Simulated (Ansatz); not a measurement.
Basis-set extrapolation for C₂H₆BFOS (`CB(F)C(O)S`) (PBE0-D4/def2-TZVP geometry, frozen core, Ansatz). Multiplicity 1, RHF reference.

```tsv
	def2-TZVPP	def2-QZVPP
HF	-675.933555	-675.957303
MP2 correlation	-1.111051	-1.199012
CCSD(T) correlation	-1.200257	not run
```

Energies in hartree. Use E(X) = E(∞) + A·exp(−7.88·√X) for Hartree–Fock and E(X) = E(∞) + B·X^(−2.97) for correlation, with X = 3 and 4, and add CCSD(T) minus MP2 of the smaller set to the MP2 limit.

**Question.** What is the CCSD(T) energy at the basis-set limit?

**Answer.** HF limit: -675.957303 + (-0.023748) × 0.13774 = -675.96057. MP2 limit: -1.199012 + (-0.087961) × 0.74074 = -1.26417. Higher-order term: -1.200257 − (-1.111051) = -0.08921. Total: -677.31395 hartree, 473.0 kJ/mol below CCSD(T)/def2-TZVPP.
